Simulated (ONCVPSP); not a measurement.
**arsenic: ONCV pseudisation with PBE, scalar-relativistic reference atom.**

ONCVPSP 4.0.1 input, shortened (lines: element, Z, core and valence counts, functional; n l f; lmax; l rc ep ncon nbas qcut; lloc lpopt rc5 dvloc0; l nproj debl; icmod fcfact rcfact), PBE, scalar-relativistic:

```
  As 33.00    5    3        4      upf
    1    0    2.00
    2    0    2.00
    2    1    6.00
    3    0    2.00
    3    1    6.00
    3    2   10.00
    4    0    2.00
    4    1    3.00
    2
    0    1.45    0.00    3    8    4.00
    1    1.60    0.00    3    6    6.20
    2    1.15    0.00    5   10   14.60
    4    1    0.75    0.00
    0    2    0.40
    1    1    3.20
    2    2    0.70
    0    0.00    0.00
```

In the s channel the program set the typed energies aside and used -0.533, 0.250 Ha. In the d channel the program set the typed energies aside and used -1.494, 0.250 Ha.

Poles of the logarithmic derivatives, all-electron (AE) and pseudo (PS). s: poles at 3.8 (AE) and -2.7, 3.8 (PS) Ha. p: poles at 3.4 (AE) and 0.5, 4.0 (PS) Ha. d: poles at -0.8 (AE) and -0.8 (PS) Ha. Test radii: s 1.47, p 1.62, d 1.17 bohr.

* Cutoffs needed: 89 Ha and 98 Ha (the cutoffs (Ha) at which the residual kinetic energy of the hardest occupied pseudo-wave falls to 1 and 0.1 mHa per electron)
* Ghost test: ghosts flagged at negative energy: s at -72.4 eV; GHOST(+) flagged for p at 14.0 eV; a true bound ghost makes a file unfit for plane-wave use
* Largest excitation error: +14 meV (all-electron minus pseudo) for 3d10 4s2 4p1, out of 4 test configurations
